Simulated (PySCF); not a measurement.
AlCl₂, SMILES [Cl][Al][Cl], multiplicity 2.

The structure is a stationary point at B3LYP-D3(BJ)/def2-TZVP. The multiplicity is an assumed one; other spin states were not compared. The isomer is the one that the SMILES or the coordinates give; other isomers of the formula were not compared.

Calculation: IEF-PCM-PBE0/def2-SVP run with PySCF 2.14.0.

The values are the electrostatic part of the solvation free energy, E(continuum) − E(gas) at the gas-phase geometry, in a cavity of scaled van der Waals radii (PySCF's table); cavitation and dispersion terms are not included. A continuum can't describe solvent molecules that bind to the metal. The dipole moment in vacuum is 1.59 D.

Computed values in water (ε = 78.36), ethylethanoate (ε = 5.99), 2-propanol (ε = 19.26):
| solvent | ε | ΔG(elec) (kcal/mol) | dipole (D) |
|---|---|---|---|
| water | 78.36 | -5.0 | 2.25 |
| ethylethanoate | 5.99 | -3.8 | 2.09 |
| 2-propanol | 19.26 | -4.7 | 2.20 |
